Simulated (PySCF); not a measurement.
## Protonation sites of isopropenyloxytrimethylsilane

System: `C=C(C)O[Si](C)(C)C` (C6H14OSi). Atom numbers as in the mapped SMILES `[CH2:1]=[C:2]([CH3:3])[O:4][Si:5]([CH3:6])([CH3:7])[CH3:8]`.

These are calculated values, ωB97X-D3(BJ)/def2-TZVP in PySCF (grid level 2) at geometries from PBE0-D3(BJ)/def2-SVP. ωB97X-D3(BJ) is ωB97X-V with D3(BJ) in place of VV10. Thermal corrections: GFN2-xTB frequencies, unscaled, ideal gas at 298.15 K and 1 bar, quasi-RRHO entropy. These were taken at the GFN2-xTB minima.

| site | product | PA / eV | GB / eV | gas share | above best in water / eV |
| --- | --- | --- | --- | --- | --- |
| C1 (alkene carbon) | `CC(C)=[O+][Si](C)(C)C` | 9.94 | 9.67 | > 99.9 % | 0.000 |
| O4 (oxygen on the metalloid) | `C=C(C)[OH+][Si](C)(C)C` | 8.80 | 8.52 | < 0.1 % | 1.026 |

PA is −ΔH and GB is −ΔG of B + H⁺ → BH⁺ in the gas phase. Shares are Boltzmann weights among the listed products; an error of 10 kJ/mol changes a ratio about 56-fold. Sites whose products fell apart, merged with another or lost in a GFN2-xTB screen aren't listed. Values in solvent are IEF-PCM free energies relative to the most favourable product.

Of the listed sites C1 (alkene carbon) is favoured in the gas phase, 1.15 eV ahead of O4 in free energy.

In water the product from C1 is solvated 2.01 eV more strongly than the parent (electrostatics only).

Proton affinity (−ΔH), Gas-phase basicity (−ΔG): the gap is larger than usual, and may come from another state, site, conformer or species, from the functional or basis, or from an outlying measurement.

Measured values (NIST Chemistry WebBook, evaluated or the median of agreeing entries): proton affinity (−ΔH) 931 kJ/mol (computed 959, difference 28); gas-phase basicity (−ΔG) 898 kJ/mol (computed 933, difference 35). These are compared with the most favourable site that keeps the skeleton.
